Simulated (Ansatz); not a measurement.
Basis sets compared for Sn10O4H16. The state is a singlet with charge 0. Geometry PBE-D4/def2-SVP. Ansatz on 2 threads of AMD EPYC 7R13 on a shared host and a share (18 GiB) of an NVIDIA H100 80GB HBM3; times are rough, and most runs start from earlier orbitals.

| atom | x (Å) | y (Å) | z (Å) |
| --- | --- | --- | --- |
| Sn1 | 1.9312 | 2.1723 | -0.8265 |
| Sn2 | 0.1782 | -0.7629 | 2.5898 |
| Sn3 | 0.8070 | -2.1467 | -1.6873 |
| Sn4 | -3.3744 | 0.9052 | -0.3972 |
| Sn5 | 2.6796 | -0.1144 | -2.3095 |
| Sn6 | 1.2801 | -2.8652 | 1.0256 |
| Sn7 | 1.3074 | 1.7529 | 1.9011 |
| Sn8 | -0.5450 | 3.3432 | -1.5282 |
| Sn9 | -2.5814 | -0.3485 | 2.1204 |
| Sn10 | -1.5661 | -0.6022 | -2.1012 |
| O11 | 0.5523 | -1.0155 | 4.5818 |
| O12 | 1.3689 | -3.5833 | -3.0305 |
| O13 | -3.2978 | -1.4690 | -1.1381 |
| O14 | -1.8778 | 2.7219 | -0.0209 |
| H15 | 3.0298 | 3.5169 | -1.0041 |
| H16 | 1.5141 | -0.9635 | 4.7519 |
| H17 | 0.6862 | -4.2826 | -3.0589 |
| H18 | -3.1055 | -2.1334 | -0.4459 |
| H19 | 4.3235 | -0.4244 | -1.8415 |
| H20 | 2.6947 | 0.3585 | -3.9804 |
| H21 | 2.9555 | -3.2177 | 1.3456 |
| H22 | 0.3990 | -4.3244 | 1.3810 |
| H23 | 2.6180 | 2.3290 | 2.8897 |
| H24 | 0.0153 | 2.9228 | 2.1716 |
| H25 | -1.4389 | 2.7794 | 0.8578 |
| H26 | -0.6344 | 5.0733 | -1.3490 |
| H27 | -3.1252 | 0.4076 | 3.5963 |
| H28 | -3.2780 | -1.9561 | 2.1682 |
| H29 | -1.5036 | 2.8795 | -2.8955 |
| H30 | -2.0128 | -0.9526 | -3.7658 |

In the def2 sets Sn takes a core potential; there is no spin–orbit coupling. Single mean-field runs in def2-TZVP are fitted with def2-universal-jkfit.

Binding counts from free atoms (Sn triplet, O triplet, H doublet) in the same basis, without a counterpoise term.

| level | functions | energy (Eh) | HOMO (eV) | LUMO (eV) | binding per atom (eV) | wall time |
| --- | --- | --- | --- | --- | --- | --- |
| PBE-D4/def2-SVP | 396 | -2453.1666 | -5.14 | -3.02 | 2.80 | 3.4 s |
| PBE0-D4/def2-SVP | 396 | -2453.2519 | -5.92 | -2.49 | 2.73 | 6.5 s |

Estimate the rows for PBE-D4/def2-TZVP (with forces), PBE0-D4/def2-TZVP.


```csv
level,functions,energy (Eh),HOMO (eV),LUMO (eV),binding per atom (eV),wall time
PBE-D4/def2-TZVP (with forces),720,-2453.6313,-5.29,-3.17,2.82,8 s
PBE0-D4/def2-TZVP,720,-2453.7051,-6.02,-2.60,2.75,4.5 s
```
